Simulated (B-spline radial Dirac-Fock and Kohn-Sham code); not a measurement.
**K-line shifts caused by a second vacancy in Se²⁻**

System: Se²⁻, configuration [Ar] 3d10 4s2 4p6, inside a Watson sphere of charge +2 and radius 1.98 Å (a model of the Madelung potential; inside it an electron's potential energy is lowered by 14.5 eV).

Model: relaxed Dirac-Fock hole states (ΔSCF) with Breit and QED corrections and a finite nucleus. Program: a radial finite-basis atomic code. Each two-hole energy is an average over J within one jj subconfiguration, not an observable level; in light atoms, where LS coupling holds, the j-resolved values are not observed lines, and for a K spectator the Kα1 hypersatellite is nearly forbidden. No correlation.

Lines without a spectator: Kα2 (K-L2) 11180.3 eV, Kα1 (K-L3) 11221.2 eV, Kβ3 (K-M2) 12486.0 eV, Kβ1 (K-M3) 12491.9 eV. Shifts in eV with one spectator hole (a dash: not computed, or left out as unreliable):

```csv
spectator hole,Kα2,Kα1,Kβ3,Kβ1
K (1s),+366.1,+371.1,+459.4,+460.3
L2 (2p1/2),+35.9,+44.3,–,+96.9
L3 (2p3/2),+39.3,+38.1,+91.5,–
M2 (3p1/2),–,+3.24,+7.21,+9.47
M3 (3p3/2),+2.72,–,+8.59,+8.05
M4 (3d3/2),-0.51,-1.79,–,–
M5 (3d5/2),-1.92,-1.09,–,–
```

With n spectator holes in 2p, averaged over the 2p shell (energies in eV):

```csv
n,KαLⁿ,step,hypersatellite KαʰLⁿ
0,11207.6,–,11577.0
1,11247.5,+39.9,11618.1
2,11288.5,+41.0,11660.3
3,11330.5,+42.0,11703.5
4,11373.6,+43.1,11747.9
5,11417.8,+44.2,11793.3
```
